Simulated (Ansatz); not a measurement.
`C=C(O)C(F)F` + `OBO` → `C=C(O)B(O)O` + `FCF`  (formal exchange of groups at a C–C bond)

Isolated molecules relaxed with PBE0-D4/def2-TZVP in Ansatz; ΔE leaves out vibrations. CCSD(T)/CBS adds triple-zeta CCSD(T) − MP2 to the extrapolated MP2 energy (def2 sets, frozen cores). This one scheme is used for every species. DFT in def2-TZVPP. One conformer a species, not always the lowest.

```json
{"level": "ωB97X-V", "ΔE (eV)": "-0.36"}
{"level": "MP2/def2-TZVPP", "ΔE (eV)": "-0.41"}
```

Question: What does CCSD(T)/CBS give? (Best estimate.)

Answer: Computed: -0.40 eV. The listed levels differ from it by 0.04, -0.01 eV.

Largest T1 diagnostic among the species: 0.013.
